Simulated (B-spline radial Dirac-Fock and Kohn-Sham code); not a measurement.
Sr²⁺ 3d3/2: cross section and angular parameters

System: strontium as Sr²⁺, configuration [Ar] 3d10 4s2 4p6; threshold 159.2 eV (orbital energy of the model). These are calculated numbers from an atomic code on a B-spline grid; the model is Dirac-Hartree-Slater photoionisation with a Latter tail; cross sections with all multipoles, angular parameters from the dipole term and its interference with E2.

The run's input, task.json:

```json
{"items": [{
  "Z": 38,
  "q": 2,
  "cfg": [[1, 0, 2], [2, 0, 2], [2, 1, 6], [3, 0, 2], [3, 1, 6], [3, 2, 10], [4, 0, 2], [4, 1, 6]],
  "A": 88,
  "rrms": 4.224,
  "do": "xps",
  "hv": [60.6, 62.5, 100, 152.0, 161.0, 173.0, 241.0, 245.0, 300, 341.0, 392.0, 432.0, 600, 638.0, 900.0, 1253.6, 1590.0, 1660.0, 1870.0, 2000, 2280.0, 2640.0, 4000, 5890.0, 7140.0, 7210.0, 8047.8, 8550.0, 8690.0, 9251.7]
}]}
```

Launch: `python xray2_run.py task.json out`

```
hν (eV)  σ (kb)      β       γ      δ
    173    1300  0.424   0.005  0.002
    241    2010  0.416  -0.023  0.013
    245    2000  0.440  -0.023  0.013
    300    1640  0.707  -0.017  0.018
    341    1340  0.837  -0.008  0.021
    392    1030  0.951   0.008  0.025
    432     843  1.017   0.022  0.027
    600     387  1.167   0.093  0.036
    638     331  1.184   0.110  0.038
    900     129  1.229   0.230  0.049
 1253.6    47.9  1.205   0.377  0.063
   1590    22.6  1.157   0.496  0.077
   1660    19.7  1.146   0.518  0.080
   1870    13.3  1.114   0.582  0.089
   2000    10.6  1.093   0.617  0.095
   2280    6.80  1.051   0.688  0.107
   2640    4.09  0.999   0.765  0.123
   4000   0.912  0.841   0.975  0.184
   5890   0.210  0.692   1.146  0.264
   7140  0.0985  0.622   1.220  0.314
   7210  0.0948  0.619   1.224  0.317
 8047.8  0.0611  0.580   1.262  0.350
   8550  0.0479  0.559   1.282  0.369
   8690       ?      ?       ?      ?
 9251.7  0.0348  0.532   1.306  0.395
```

Problem. Give the values at 8690 eV.

Solution. σ = 0.0449 kb, β = 0.553, γ = 1.287, δ = 0.374.
